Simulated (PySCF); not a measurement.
Cl3Ga, charge -1, multiplicity 2. Atoms are numbered in the order given.

```xyz
4

Ga     0.0000     0.0000    -0.5131
Cl     1.8421     1.0635     0.3119
Cl     0.0000    -2.1271     0.3119
Cl    -1.8421     1.0635     0.3119
```
Charge -1, spin multiplicity 2.

Geometry optimised at PBE0-D3(BJ)/def2-SVPD. The spin state was assumed, not searched. The isomer is the one that the SMILES or the coordinates give; other isomers of the formula were not compared.

Calculation: B3LYP/def2-TZVPD run with PySCF.

Mulliken values depend strongly on the basis, most of all with diffuse functions as here. Atomic charges (e):

| atom | meta-Löwdin | Mulliken | Mulliken spin |
|---|---|---|---|
| Ga1 | (withheld) | 0.32 | 0.76 |
| Cl2 | (withheld) | -0.44 | 0.08 |
| Cl3 | (withheld) | -0.44 | 0.08 |
| Cl4 | (withheld) | -0.44 | 0.08 |

**Question.** What belongs in the gaps? (The exact figures need the calculation; the answer reports its results.)

**Answer.** 
- Ga1, meta-Löwdin: 0.33
- Cl2, meta-Löwdin: -0.44
- Cl3, meta-Löwdin: -0.44
- Cl4, meta-Löwdin: -0.44
